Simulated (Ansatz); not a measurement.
Abridged output of a molecular run in Ansatz:

```
Functional definition: HF
1237 factors; integrals over basis functions are off by at most 1.3e-3 eV
mean field evaluation 1: about -62148.3196 eV, gradient 4.0e1 eV
mean field evaluation 2: about -62148.4108 eV, gradient 4.0e1 eV
mean field evaluation 4: about -62152.2124 eV, gradient 4.9e0 eV
mean field evaluation 8: about -62152.2904 eV, gradient 3.6e-1 eV
mean field evaluation 16: about -62152.1088 eV, gradient 4.9e0 eV
mean field -62152.29142534 eV, -2284.0545815451 hartree, gradient 6.8e-6 eV, S^2 0.000000; 0 other end points of the search recorded, 0 dependent functions left out
13 core orbitals not correlated: weight in the atoms' cores, before any rotation towards them, 1.000 or more for the frozen orbitals, at most 0.000 for the correlated occupied ones
reference -62152.29142534 eV, -2284.0545815451 hartree; 20, 20 occupied and 90, 90 virtual orbitals, 1237 factors
second order -23.14646699 eV of doubles, -0.00000000 eV of singles
cycle   1  -23.37425958 eV  change   -2.3e-1 eV  update   1.3e-1
cycle   2  -24.07100815 eV  change   -7.0e-1 eV  update   3.9e-2
cycle   3  -24.24360402 eV  change   -1.7e-1 eV  update   2.2e-2
cycle   4  -24.23211443 eV  change    1.1e-2 eV  update   5.4e-3
cycle   5  -24.22997937 eV  change    2.1e-3 eV  update   2.3e-3
cycle   6  -24.23053381 eV  change   -5.5e-4 eV  update   6.5e-4
cycle   7  -24.23002987 eV  change    5.0e-4 eV  update   2.4e-4
cycle   8  -24.22997732 eV  change    5.3e-5 eV  update   7.9e-5
cycle   9  -24.23000959 eV  change   -3.2e-5 eV  update   3.4e-5
perturbative correction -0.74882111 eV, -0.0275186684 hartree
Total energy: -62177.27025604 eV, -2284.9725366421 hartree
```

Its atoms:

Z-matrix (Å, degrees):
```
C
Ge 1 2.005
H 1 1.092 2 112.3
H 1 1.095 2 107.7 3 118.5
H 1 1.092 2 111.6 3 -123.3
O 2 2.165 1 91.3 3 41.1
H 2 1.598 1 94.9 3 -47.1
C 6 1.227 2 116.5 1 137.4
N 8 1.329 6 123.0 2 178.7
H 8 1.099 6 121.1 2 -1.2
H 9 1.007 8 119.7 6 -0.3
H 9 1.004 8 120.9 6 179.9
```

(1) Which basis set was used?
A. def2-QZVPP
B. def2-SVP
C. def2-TZVPPD
D. def2-SVPD

(2) Write the keys of the input that set method, charge and spin (a neutral closed shell needs none for the last two).

## Answers

(1) B. It gives 123 functions.

(2) 
```yaml
correlation: {method: ccsd_t}
```
